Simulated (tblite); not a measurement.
A tight-binding relaxation on `CB(CB(F)F)C`.

Computed with GFN2-xTB geometry optimisation, gas phase (tblite 0.8.0). Start geometry: from a force field or distance geometry. A driver script takes a list of jobs; this job's settings line and coordinates (Å) are shown.

Command:
```bash
OMP_NUM_THREADS=1 python probes_run.py task.json out
```

Input:
```
{"job": {"kind": "relax", "xc": "GFN2-xTB", "basis": "xTB"}, "charge": 0, "multiplicity": 1}
C     -0.693000     1.467800     0.602500
B     -0.359500    -0.047200     0.273400
C     -1.456800    -1.202800     0.320600
C      0.741100    -0.221200    -0.875600
B      2.161500    -0.147900    -0.209600
F      3.157800     0.733200    -0.798900
F      2.564000    -0.988300     0.888000
H     -0.848200     1.979700    -0.369900
H      0.221000     1.901000     1.048400
H     -1.603300     1.590100     1.222700
H     -0.962600    -2.148700    -0.005500
H     -1.860700    -1.384600     1.324600
H     -2.250500    -1.002800    -0.427300
H      0.550600    -1.157600    -1.441600
H      0.634200     0.637200    -1.573800
```

Problem. Estimate the output.

Solution. 
```
step      E/eV     max force
  0    -611.87117    3.416
  1    -612.33477    2.262
  2    -612.55303    3.287
  3    -612.66607    0.687
  4    -612.70014    0.341
  5    -612.72626    0.366
  6    -612.73809    0.364
  7    -612.76081    0.325
  8    -612.77351    0.355
  9    -612.78650    0.286
... (88 lines left out)
 98    -612.92203    0.056
 99    -612.92198    0.110
100    -612.92276    0.049
101    -612.92299    0.041
102    -612.92326    0.031
103    -612.92338    0.029
104    -612.92358    0.022
105    -612.92362    0.019
106    -612.92367    0.012
107    -612.92369    0.007
```

«max force» is the largest atomic force in eV/Å.

Problem. From which step on does the largest force stay under 0.1 eV/Å, and how much energy is left to gain from there?

Solution. From step 100 (0.049 eV/Å), 0.9 meV above the end.

Summary of the converged run: energy lowered by 24.3 kcal/mol over 107 steps; largest atomic force 0.007 eV/Å at the end.

Problem. Give the final coordinates.

Solution. 0.486 Å rms from the input after alignment:
```
atom  x, y, z in Å
C1    -0.8244    1.5420    0.4308
B2    -0.4533    0.0864   -0.0391
C3    -1.2356   -1.1790    0.4722
C4     0.7590   -0.1120   -1.0571
B5     2.0539   -0.3890   -0.2226
F6     2.8453    0.5697    0.2280
F7     2.4375   -1.5985    0.1480
H8    -0.9936    2.2120   -0.4105
H9     0.0144    1.9703    0.9798
H10   -1.6983    1.5927    1.0753
H11   -0.6412   -2.0892    0.4465
H12   -1.6360   -1.0599    1.4765
H13   -2.0954   -1.3514   -0.1766
H14    0.5614   -0.9636   -1.7057
H15    0.9020    0.7775   -1.6675
```

The run took 0.88 s of wall time on Arm Neoverse N1, one thread (shared host).
Labels such as C1 count atoms from 1, the log's own numbers from 0.
